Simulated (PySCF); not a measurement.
## Bonding in `CC(=O)O/C=C/C=C/C=O`

Species: C7H8O3.
Atom-mapped SMILES: `[CH3:1][C:2](=[O:3])[O:4]/[CH:5]=[CH:6]/[CH:7]=[CH:8]/[CH:9]=[O:10]` (hydrogens: H11, H12, H13 on C1; H14 on C5; H15 on C6; H16 on C7; H17 on C8; H18 on C9)

Cartesian coordinates in Å at the GFN2-xTB level; atoms count from 1:
```
atom  x, y, z in Å
C1    -4.0430   -0.4744    0.0165
C2    -2.6903   -0.9760   -0.3917
O3    -2.4490   -2.0170   -0.9324
O4    -1.7339   -0.0668   -0.0588
C5    -0.4358   -0.3522   -0.3511
C6     0.5508    0.5000   -0.0479
C7     1.9196    0.2150   -0.3469
C8     2.9481    1.0370   -0.0632
C9     4.3195    0.6795   -0.3983
O10    4.6628   -0.3436   -0.9410
H11   -4.0573   -0.3040    1.0906
H12   -4.8007   -1.2026   -0.2551
H13   -4.2428    0.4741   -0.4768
H14   -0.2693   -1.3059   -0.8393
H15    0.3176    1.4365    0.4390
H16    2.1404   -0.7262   -0.8343
H17    2.7873    1.9884    0.4224
H18    5.0675    1.4445   -0.1101
```

Bond orders from the PBE0/pcSseg-1 density (PySCF). One conformer (not necessarily the lowest) at the GFN2-xTB geometry, without solvent, vibrations or thermal averaging.

How far do the computed orders between heavy atoms stray from the drawn ones?

The largest departure is 0.338, at C7–C8 (drawn double, 1.662). Drawn single, order above 1.12: C6–C7 (1.136). Drawn double or triple, more than 0.30 short of the drawn order: C7–C8 (1.662).

Give the Mayer order of every bond, beside its length.

| bond | drawn as | length (Å) | Mayer order |
| --- | --- | --- | --- |
| C1–C2 | single | 1.499 | 1.024 |
| C2–O3 | double | 1.198 | 1.988 |
| C2–O4 | single | 1.361 | 1.002 |
| O4–C5 | single | 1.361 | 0.935 |
| C5–C6 | double | 1.338 | 1.714 |
| C6–C7 | single | 1.430 | 1.136 |
| C7–C8 | double | 1.347 | 1.662 |
| C8–C9 | single | 1.456 | 1.065 |
| C9–O10 | double | 1.208 | 1.978 |
| C1–H11 | single | 1.088 | 0.941 |
| C1–H12 | single | 1.085 | 0.955 |
| C1–H13 | single | 1.088 | 0.941 |
| C5–H14 | single | 1.084 | 0.955 |
| C6–H15 | single | 1.081 | 0.963 |
| C7–H16 | single | 1.083 | 0.950 |
| C8–H17 | single | 1.080 | 0.961 |
| C9–H18 | single | 1.108 | 0.940 |

Bonds between the same two heavy elements. C–C: lowest C1–C2 (1.024, 1.499 Å), highest C5–C6 (1.714, 1.338 Å). C–O: lowest O4–C5 (0.935, 1.361 Å), highest C2–O3 (1.988, 1.198 Å).

Sum the orders of all bonds at each heavy atom with more than one neighbour and set the sums beside the valence in the SMILES.

C1 3.861 (drawn 4), C2 4.014 (drawn 4), O4 1.937 (drawn 2), C5 3.604 (drawn 4), C6 3.813 (drawn 4), C7 3.748 (drawn 4), C8 3.688 (drawn 4), C9 3.983 (drawn 4). Orders between atoms that aren't bonded are not in these sums.

The Mayer order sums products of elements of PS (density times overlap matrix) between the two atoms' basis functions, so it depends on the basis set.
